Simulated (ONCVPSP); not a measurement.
## An all-electron radial function and its pseudo partner (Al)

Columns: radius, all-electron u(r) and pseudo u(r) of the 3s shell (level -7.72 eV) of aluminium in the configuration [Ne] 3s2 3p1; PBEsol, scalar-relativistic, ONCV scheme, ONCVPSP 4.0.1.

```tsv
r (bohr)	all-electron	pseudo
0.090	0.1327	0.0115
0.180	-0.0388	0.0242
0.270	-0.1986	0.0394
0.360	-0.2816	0.0580
0.450	-0.2923	0.0804
0.540	-0.2510	0.1072
0.630	-0.1777	0.1382
0.720	-0.0871	0.1734
0.810	0.0101	0.2127
0.900	0.1069	0.2556
0.990	0.1989	0.3017
1.080	0.2836	0.3498
1.170	0.3594	0.3989
1.260	0.4260	0.4474
1.350	0.4835	0.4937
1.440	0.5321	0.5364
1.530	0.5726	0.5740
1.620	0.6054	0.6057
1.710	0.6311	0.6311
1.800	0.6501	0.6501
1.890	0.6632	0.6632
1.980	0.6708	0.6708
2.070	0.6737	0.6737
2.160	0.6724	0.6724
2.250	0.6675	0.6675
2.340	0.6595	0.6595
```

Task: How many radial nodes do the two functions have?

Result: The all-electron 3s function has n − l − 1 = 2; the pseudo-wave has 0, since the states of the same l below it are removed with the core.

Task: At about which radius was the pseudo-wave matched?

Result: 1.80 bohr. The columns agree to 0.0005 from 1.62 bohr on; several derivatives are matched, so the curves merge somewhat inside the radius.

Task: Is the pseudo-wave norm-conserving?

Result: Yes: the ONCV scheme keeps the norm inside the radius equal to the all-electron one, which fixes the energy derivative of the logarithmic derivative at the level.
